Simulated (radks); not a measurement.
Spin polarisation of the 6p2 shell in Pb. Start: [Hg] 6p(up 1, down 1); electrons of 6p are moved from spin down to spin up, other shells keep equal spins. All-electron calculation, non-relativistic Kohn-Sham, PBE, spin-polarised, spherical densities, point nucleus. Program: a radial shooting solver on a logarithmic mesh with Libxc functionals.

moment (Bohr magnetons)  E - E(0) (eV)  e(6p up) (eV)  e(6p down) (eV)  6s down minus up (eV)  5d down minus up (eV)  5p down minus up (eV)
0                                0.000         -3.685           -3.685                  0.000                  0.000                  0.000
0.5                             -0.037         -3.823           -3.528                  0.277                  0.040                  0.014
1                               -0.147         -3.941           -3.352                  0.554                  0.081                  0.028
1.5                             -0.331         -4.041           -3.156                  0.833                  0.122                  0.042
2                               -0.591         -4.123           -2.930                  1.112                  0.164                  0.056

At moment 2 the spin-polarisation energy is -0.591 eV and the 6p exchange splitting 1.193 eV, that is 0.597 eV per Bohr magneton; E = -I m^2/4 would give I = 0.591 eV.
